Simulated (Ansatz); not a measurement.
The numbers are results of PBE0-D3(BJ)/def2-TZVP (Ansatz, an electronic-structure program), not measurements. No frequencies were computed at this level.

Ansatz 0.2 input:
```yaml
crystal:
  periodic: [false, false, false]
  atoms:
    - { symbol: C, position_ang: [1.577628, -0.06797, 0.042982] }
    - { symbol: B, position_ang: [0.002279, -0.001738, -0.001897] }
    - { symbol: C, position_ang: [-0.732417, 1.385645, 0.154854] }
    - { symbol: C, position_ang: [-0.842082, -1.319804, -0.199854] }
    - { symbol: H, position_ang: [1.955482, -0.279292, -0.958501] }
    - { symbol: H, position_ang: [1.935734, -0.882159, 0.671875] }
    - { symbol: H, position_ang: [2.05451, 0.850638, 0.377131] }
    - { symbol: H, position_ang: [-0.264147, 2.165524, -0.443284] }
    - { symbol: H, position_ang: [-1.791383, 1.362183, -0.091247] }
    - { symbol: H, position_ang: [-0.650574, 1.718857, 1.190162] }
    - { symbol: H, position_ang: [-1.476797, -1.243583, -1.082115] }
    - { symbol: H, position_ang: [-1.5226, -1.46464, 0.638829] }
    - { symbol: H, position_ang: [-0.245634, -2.223661, -0.298934] }
basis:
  gaussian: { orbitals: def2-tzvp }
hamiltonian:
  xc: pbe0
  dispersion: d3bj
relax:
  max_steps: 150
```

Output:

```
Functional definition: PBE0
1105 factors; their error is unknown
mean field evaluation 1: about -3918.2976 eV, gradient 7.5e1 eV
mean field evaluation 2: about -3915.8027 eV, gradient 7.7e1 eV
mean field evaluation 4: about -3931.0384 eV, gradient 2.5e0 eV
mean field evaluation 8: about -3931.0381 eV, gradient 5.9e-2 eV
mean field -3931.03808920 eV, -144.4629852248 hartree, gradient 5.0e-5 eV, S^2 0.000000; 0 other end points of the search recorded, 0 dependent functions left out
reference -3931.03812157 eV, -144.4629864144 hartree; 16, 16 occupied and 162, 162 virtual orbitals, 1105 factors
relax step   1: F+E_penalty+E_count = -3931.22358856 eV  Δ(F+E_penalty+E_count) = +0.000e0 eV  max|allowed force component| = 3.981e-1 eV/Å  Δτ_max = 0.0000 Å  (25 SCF iters, accepted)
these checks for a lower state are left out or cut short: starts, cluster_reference, orbital_swaps, neighbouring_geometries, increment
1105 factors; their error is unknown
mean field evaluation 16: about -3931.0650 eV, gradient 1.2e0 eV
mean field -3931.05134321 eV, -144.4634723007 hartree, gradient 1.0e-5 eV, S^2 0.000000; 0 other end points of the search recorded, 0 dependent functions left out
reference -3931.05137561 eV, -144.4634734913 hartree; 16, 16 occupied and 162, 162 virtual orbitals, 1105 factors
relax step   2: F+E_penalty+E_count = -3931.23739616 eV  Δ(F+E_penalty+E_count) = -1.381e-2 eV  max|allowed force component| = 1.636e-1 eV/Å  Δτ_max = 0.0171 Å  (28 SCF iters, accepted)
these checks for a lower state are left out or cut short: starts, cluster_reference, orbital_swaps, neighbouring_geometries, increment
1105 factors; their error is unknown
mean field -3931.05315520 eV, -144.4635388901 hartree, gradient 1.0e-5 eV, S^2 0.000000; 0 other end points of the search recorded, 0 dependent functions left out
reference -3931.05318760 eV, -144.4635400807 hartree; 16, 16 occupied and 162, 162 virtual orbitals, 1105 factors
relax step   3: F+E_penalty+E_count = -3931.23948707 eV  Δ(F+E_penalty+E_count) = -2.091e-3 eV  max|allowed force component| = 1.046e-2 eV/Å  Δτ_max = 0.0133 Å  (28 SCF iters, accepted)
these checks for a lower state are left out or cut short: starts, cluster_reference, orbital_swaps, neighbouring_geometries, increment
1105 factors; their error is unknown
mean field evaluation 32: about -3931.0529 eV, gradient 4.2e-1 eV
mean field -3931.05317467 eV, -144.4635396054 hartree, gradient 1.0e-5 eV, S^2 0.000000; 0 other end points of the search recorded, 0 dependent functions left out
reference -3931.05320706 eV, -144.4635407960 hartree; 16, 16 occupied and 162, 162 virtual orbitals, 1105 factors
relax step   4: F+E_penalty+E_count = -3931.23950064 eV  Δ(F+E_penalty+E_count) = -1.356e-5 eV  max|allowed force component| = 1.825e-2 eV/Å  Δτ_max = 0.0024 Å  (30 SCF iters, accepted)
these checks for a lower state are left out or cut short: starts, cluster_reference, orbital_swaps, neighbouring_geometries, increment
1105 factors; their error is unknown
mean field -3931.05319116 eV, -144.4635402114 hartree, gradient 1.0e-5 eV, S^2 0.000000; 0 other end points of the search recorded, 0 dependent functions left out
reference -3931.05322355 eV, -144.4635414020 hartree; 16, 16 occupied and 162, 162 virtual orbitals, 1105 factors
relax step   5: F+E_penalty+E_count = -3931.23952055 eV  Δ(F+E_penalty+E_count) = -1.991e-5 eV  max|allowed force component| = 2.264e-3 eV/Å  Δτ_max = 0.0054 Å  (28 SCF iters, accepted)
1105 factors; their error is unknown
mean field evaluation 64: about -3931.0532 eV, gradient 4.0e-4 eV
mean field -3931.05319116 eV, -144.4635402114 hartree, gradient 1.0e-5 eV, S^2 0.000000; 1 other end points of the search recorded, 0 dependent functions left out
reference -3931.05322355 eV, -144.4635414020 hartree; 16, 16 occupied and 162, 162 virtual orbitals, 1105 factors
Total energy: -3931.23955295 eV, -144.4703888811 hartree
Atom 0 at     1.569212    -0.057484     0.055892 Å, force    -0.002264     0.000955     0.000938 eV/Å
Atom 1 at     0.003153    -0.002651    -0.000653 Å, force     0.001092    -0.001521    -0.000385 eV/Å
Atom 2 at    -0.737160     1.372478     0.145307 Å, force    -0.001768     0.001582     0.000675 eV/Å
Atom 3 at    -0.826769    -1.318741    -0.202152 Å, force    -0.000828     0.001016     0.000735 eV/Å
Atom 4 at     1.924739    -0.284755    -0.959605 Å, force     0.000822     0.000395    -0.000804 eV/Å
Atom 5 at     1.929888    -0.886322     0.673566 Å, force     0.000833    -0.001080    -0.000078 eV/Å
Atom 6 at     2.057412     0.866475     0.373048 Å, force     0.000213    -0.000140    -0.000165 eV/Å
Atom 7 at    -0.254495     2.159029    -0.444400 Å, force     0.000282     0.000485    -0.000257 eV/Å
Atom 8 at    -1.804270     1.356419    -0.086094 Å, force     0.000518    -0.000341    -0.000692 eV/Å
Atom 9 at    -0.629989     1.697106     1.190106 Å, force     0.000240    -0.000138     0.000212 eV/Å
Atom 10 at    -1.466173    -1.227137    -1.088573 Å, force     0.000575    -0.000263    -0.000076 eV/Å
Atom 11 at    -1.526800    -1.440023     0.634521 Å, force     0.000434     0.000262     0.000156 eV/Å
Atom 12 at    -0.238748    -2.234394    -0.290961 Å, force    -0.000149    -0.001211    -0.000260 eV/Å
Dipole moment:    -0.001916     0.002004     0.000474 e Å
```

Cost: about 40 core-seconds (a rough figure).
